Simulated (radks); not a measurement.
Results of a calculation; reference values are marked as such.
Problem. The mean radii <r> (bohr) of the occupied orbitals of an atom or ion are listed with their occupations. Level of theory: Dirac Kohn-Sham, LDA (Slater exchange, Perdew-Wang correlation), spin-unpolarised, spherical densities, finite nucleus; Fermi nuclear charge, rms radius of each element as measured or else 0.836 A^(1/3) + 0.57 fm (a radial shooting solver on a logarithmic mesh with Libxc functionals).

| orbital | occ. | <r> |
|---|---|---|
| 1s1/2 | 2 | 0.9593 |

Name the element and its charge. Open shells, if any, are shared by 2j + 1.

Solution. Z = 2, helium, charge 0: He in [He]. The 1s radius gives Z: for a bare nucleus <r> = (2 gamma + 1)/(2Z) with gamma = sqrt(1 - (Z/c)^2), 0.7499 bohr for Z = 2, and screening makes it slightly larger (0.9593 here). The occupations add up to 2, and the charge is Z minus that.
